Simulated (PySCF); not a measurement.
Si(F)2(OH)(OMe) (CH4F2O2Si), SMILES O([Si](F)(F)O)C. Atoms are numbered in the order given.

```xyz
10

C     -2.1314    -0.8470     0.3185
O     -1.2641     0.2300     0.0586
Si     0.3489     0.1700    -0.0515
O      0.9505    -0.7506     1.1536
F      0.8964     1.6726     0.0010
F      0.8454    -0.4185    -1.4637
H     -1.7392    -1.5015     1.1143
H     -2.2952    -1.4514    -0.5893
H     -3.1000    -0.4414     0.6433
H      1.8703    -1.0260     1.1098
```

The structure is a stationary point at PBE0-D3(BJ)/def2-SVP. This is a generated structure with no PubChem entry under its InChIKey; it may be hypothetical. The values are those of a single conformer.

These are PySCF with SMD-PBE0/6-31G* values and carry that method's errors.

Solvation free energies are E(SMD) − E(gas) at the gas-phase geometry, for 1 M in both phases. In vacuum the dipole moment is 2.35 D.

```tsv
solvent	ΔG(solv) (kcal/mol)	its non-electrostatic (CDS) part	dipole (D)
water	-5.1	3.9	2.84
1-octanol	-5.7	1.8	2.77
n-hexane	-2.4	-0.4	2.50
```
